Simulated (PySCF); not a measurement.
C7H11 (doublet state).
Structure used (GFN2-xTB), in Å, numbered top down from 1:
```xyz
18
C7H11 angstrom
C      2.444    0.005   -0.532
C      1.386   -0.708    0.320
C     -0.001   -0.358   -0.080
C     -0.962   -1.208   -0.593
C     -2.142   -0.550   -0.834
C     -2.018    0.892   -0.465
C     -0.570    1.025    0.042
H      3.440   -0.328   -0.248
H      2.388    1.082   -0.390
H      2.291   -0.214   -1.586
H      1.549   -0.435    1.369
H      1.522   -1.788    0.227
H     -0.800   -2.257   -0.776
H     -3.046   -0.977   -1.226
H     -2.747    1.169    0.303
H     -2.210    1.539   -1.327
H     -0.001    1.741   -0.557
H     -0.531    1.376    1.077
```

The hyperfine couplings belong to this conformer and change with its torsions.

The species is `CCC1=C[CH]CC1` [radical].

Method: PySCF 2.14.0, UKS B3LYP, pcH-1 on C H, non-relativistic, mean-field spin-orbit, GIAO. One conformer (not necessarily the lowest) at the GFN2-xTB geometry, without solvent, vibrations or thermal averaging. The geometry wasn't refined by DFT: couplings that depend on bond lengths, twists or pyramidal angles can differ widely from those at the functional's own minimum. No stability test was run, so a lower SCF solution isn't excluded. ⟨S²⟩ is 0.773 where a pure state has 0.75.

The largest Mulliken spin populations are on C5 (+0.64), C3 (+0.61) and C4 (-0.24). The positive populations add up to 1.42 and the negative ones to -0.42, together 2S = 1. The angles at C5 add up to 360.0°, so it is planar; its axial dipolar tensor and the negative coupling of its proton fit spin in a p orbital normal to that plane.

**Question.** Test a(H) = Q·ρ(C) for the protons on planar carbons with a spin population beyond ±0.08.

**Answer.** 
```tsv
H	C	ρ(C)	a(H) (G)	a/ρ (G)
H13	C4	-0.241	+3.65	-15.2
H14	C5	+0.641	-14.93	-23.3
```

A least-squares line through the origin gives Q = -22.3 G with Mulliken populations. In McConnell's picture π spin on carbon polarises the C–H bond and leaves opposite spin at the proton, which makes Q negative, as found here. Where ρ is negative the coupling is positive.

**Question.** List the C–H protons on four-coordinate carbons next to a three-coordinate spin centre, with their couplings and θ (C–H bond against the normal to the plane of the centre's neighbours, projected along the bond that joins the two).

**Answer.** 
| β H | on | centre | θ (°) | cos²θ | a (G) |
| --- | --- | --- | --- | --- | --- |
| H11 | C2 | C3 | 33 | 0.70 | +19.37 |
| H12 | C2 | C3 | 85 | 0.01 | +0.93 |
| H17 | C7 | C3 | 30 | 0.75 | +23.66 |
| H18 | C7 | C3 | 31 | 0.73 | +22.58 |
| H15 | C6 | C5 | 31 | 0.74 | +24.55 |
| H16 | C6 | C5 | 31 | 0.74 | +24.20 |

Fitting the Heller–McConnell form a = ρ(B0 + B2 cos²θ), with Mulliken ρ = 0.61 and 0.64, gives B0 = 0.9 G and B2 = 49.0 G, with a largest miss of 2.1 G.

Couplings in gauss use g_iso = 2.0027.
